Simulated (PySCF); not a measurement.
C₄H₁₆GeSi₂, SMILES CC(C)(C)[SiH2][SiH2][GeH3], singlet, GFN2-xTB optimised geometry. Atoms within 1.6 Å of the plane z = 0.0 Å (x, y, z in Å): C1 (1.07, -2.49, 0.54), C2 (1.62, -1.45, -0.43), C4 (3.14, -1.43, -0.33), Si5 (0.91, 0.28, 0.00), Si6 (-1.41, 0.28, 0.00), Ge7 (-2.26, 2.46, 0.00), H8 (1.34, -2.24, 1.57), H9 (1.48, -3.48, 0.32), H10 (-0.01, -2.56, 0.48), H14 (3.56, -2.40, -0.58), H15 (3.57, -0.69, -1.02), H16 (3.46, -1.17, 0.68), H17 (1.47, 1.24, -0.96), H18 (1.46, 0.67, 1.31), H19 (-1.98, -0.41, 1.17), H20 (-2.01, -0.42, -1.15), H21 (-1.36, 3.48, 0.64), H22 (-3.57, 2.69, 0.71), H23 (-2.52, 3.06, -1.35).

Calculation: PBE/def2-SVP (PySCF). Cells within 0.4 Å of a nucleus heavier than hydrogen are left out (blank, or x).

Map of the log10 of the electron density (e/bohr³), floored at −4 on the plane z = 0.0 Å:

```
|00000000000000000000000000000|
|00000000000000000000000000000|
|00000000011110000000000000000|
|00000011222221000000000000000|
|00001223344432100000000000000|
|00012334455543200000000000000|
|00023455666654210000000000000|
|00124566887654211100000000000|
|00134567xx8653222221100000000|
|001245679x8654333332210000000|
|00023456777654444544210000000|
|00012345666665556654321000000|
|00001234567766667665321100000|
|0000023456xx7668x965432210000|
|00000124569x7667x865444331000|
|00000124566666666765556542100|
|00000123455555556776677653100|
|000000123444444567777x8753100|
|00000001223334557777777653100|
|00000000112235667776667653100|
|00000000001245677765556543100|
|00000000000235667765445432000|
|00000000000123456775333321000|
|00000000000012345664321100000|
|00000000000000123443210000000|
|00000000000000012222100000000|
|00000000000000000000000000000|
|00000000000000000000000000000|
|00000000000000000000000000000|
```
Scale: ten equal steps from -4.00 (start of '0') to 0.252 (end of '9'), in the order '0123456789'; x runs from -6.00 to 6.00, y from -6.00 (bottom) to 6.00 (top).
